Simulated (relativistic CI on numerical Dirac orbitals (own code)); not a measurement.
# Crystal-field levels of Re2+, 5d5

Calculated by Dirac-Coulomb-Breit CI, orbitals from a KLI potential per configuration, QED by a radiative potential, valence Slater integrals scaled by 0.75, one configuration in a parametric crystal field (own radial code).

Field parameters in Wybourne normalisation: Oh B⁴₀ = 21Dq, B⁴₄ = √(5/14) B⁴₀. The field is a parameter set, without covalency.

S and J are read from ⟨S²⟩ = S(S + 1) and ⟨J²⟩ = J(J + 1) of each level; they are not fictitious spins.

Oh, 10Dq = 5500 cm⁻¹, the lowest 10 levels:

| E (cm⁻¹) | Degeneracy | Irrep | S | J |
| --- | --- | --- | --- | --- |
| 0.0 | 2 | Γ7 | 2.40 | 2.53 |
| 46.7 | 4 | Γ8 | 2.41 | 2.52 |
| 9630 | 2 | Γ7 | 1.21 | 3.31 |
| 12302 | 4 | Γ8 | 1.43 | 3.36 |
| 12900 | 4 | Γ8 | 1.43 | 3.65 |
| 13925 | 2 | Γ6 | 1.47 | 3.11 |
| 14400 | 2 | Γ7 | 1.42 | 3.41 |
| 14734 | 4 | Γ8 | 1.39 | 3.75 |
| 15717 | 4 | Γ8 | 1.29 | 4.55 |
| 15992 | 2 | Γ6 | 1.44 | 4.91 |

Principal g values of the ground doublet: 3.25, 3.25, 3.25.

Oh, 10Dq = 9950 cm⁻¹, the lowest 16 levels:

```
E (cm⁻¹)  Degeneracy  Irrep     S     J
     0.0           2     Γ7  2.22  2.73
     321           4     Γ8  2.35  2.61
    4761           2     Γ7  1.27  3.68
    8699           4     Γ8  1.22  3.90
    9409           4     Γ8  1.50  3.55
   10697           2     Γ6  1.48  3.07
   11459           4     Γ8  1.34  3.93
   12008           2     Γ7  1.44  3.57
   13496           2     Γ6  1.46  4.29
   13763           4     Γ8  1.40  4.05
   14007           4     Γ8  1.08  4.33
   14080           2     Γ7  1.19  4.18
   15601           4     Γ8  1.10  4.15
   16100           2     Γ7  1.11  4.76
   16948           2     Γ6  1.14  4.27
   17868           4     Γ8  1.37  4.54
```

Principal g values of the ground doublet: 3.09, 3.09, 3.09.

Oh, 10Dq = 14350 cm⁻¹, the lowest 10 levels:

```
E (cm⁻¹)  Degeneracy  Irrep     S     J
     0.0           2     Γ7  1.10  3.85
    2979           4     Γ8  2.07  3.02
    4652           2     Γ7  2.13  3.06
    6107           4     Γ8  1.09  4.09
    9427           4     Γ8  1.54  3.50
   10377           2     Γ6  1.48  3.08
   11019           4     Γ8  1.61  3.79
   12066           2     Γ7  1.59  3.67
   13368           2     Γ6  1.47  4.02
   13648           4     Γ8  1.42  3.80
```

Principal g values of the ground doublet: 2.40, 2.40, 2.40.

The free-ion ground term has S = 5/2. The field overcomes the spin-pairing energy for Oh, 10Dq = 14350 cm⁻¹, where the ground state has lower spin; these fields are assumed values.

Levels of this model without a field, named by their leading LS term (the scale mimics covalency, so terms lie below those of the real free ion): 6S_5/2 0, 4G_5/2 14138, 4G_7/2 16467, 4G_11/2 17013, 4G_5/2 17332, 4G_9/2 17457, 4P_3/2 17503, 4P_1/2 19193 cm⁻¹.
